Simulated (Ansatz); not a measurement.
CH6BFOSi, SMILES `BC[SiH](O)F`. Total charge 0; spin multiplicity 1. All single points use the PBE0-D4/def2-TZVP geometry. It is one conformer, not always the lowest.

```xyz
11

B     0.979   -1.032    0.826
C    -0.356   -0.272    0.850
Si   -0.379    0.982   -0.538
O     0.089    0.357   -1.969
F    -1.881    1.517   -0.638
H     1.084   -2.061    0.222
H     1.952   -0.583    1.360
H    -0.505    0.344    1.745
H    -1.239   -0.896    0.678
H     0.491    2.147   -0.296
H    -0.235   -0.503   -2.239
```

What is the dipole moment at ωB97M-V/def2-TZVPP? (An estimate is asked.)

Ansatz gave: 1.52 D, with components (-0.30, -1.40, 0.51) D in this frame, pointing from negative to positive charge.

And with PBE, r2SCAN, B3LYP? (Best estimate.)

Computed: PBE 1.39 D, r2SCAN 1.47 D, B3LYP 1.49 D.

Give the Mulliken charges with ωB97M-V, r2SCAN, PBE in def2-TZVPP. (Estimate.)

Computed: 
```
atom  ωB97M-V  r2SCAN    PBE
  B1    -0.19   -0.05  -0.10
  C2    -0.34   -0.26  -0.26
 Si3     0.66    0.71   0.60
  O4    -0.37   -0.40  -0.34
  F5    -0.31   -0.32  -0.27
  H6     0.07    0.00   0.01
  H7     0.08    0.01   0.02
  H8     0.13    0.09   0.12
  H9     0.14    0.10   0.12
 H10    -0.05   -0.09  -0.09
 H11     0.18    0.21   0.19
```

B3LYP here is the variant with VWN-RPA as its local correlation; programs differ in this.
